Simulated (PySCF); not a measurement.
C3H5, SMILES [CH2]C=C (connectivity only; charge and spin as stated), charge +1, multiplicity 1.

Coordinates come from a B3LYP-D3(BJ)/def2-TZVP optimisation. The spin state was assumed, not searched. The isomer is the one that the SMILES or the coordinates give; other isomers of the formula were not compared.

Two levels are set side by side: TDDFT-PBE/def2-SVPD (PySCF) and ADC(2)/aug-cc-pVDZ (PySCF). Vertical, same geometry; the bases differ. Differences are taken from unrounded values.

```
quantity                        ADC(2)  TDDFT-PBE  TDDFT-PBE minus ADC(2)
------------------------------  ------  ---------  ----------------------
lowest singlet excitation (eV)    5.41       4.46                   -0.95
```

Functionals without exact exchange tend to place singlet excitations lower, as here. Differences between two approximate levels are no errors against the true value.

Rough cost on one machine, each run with all the roots and properties that it gave: ADC(2) against TDDFT-PBE about 10 times.
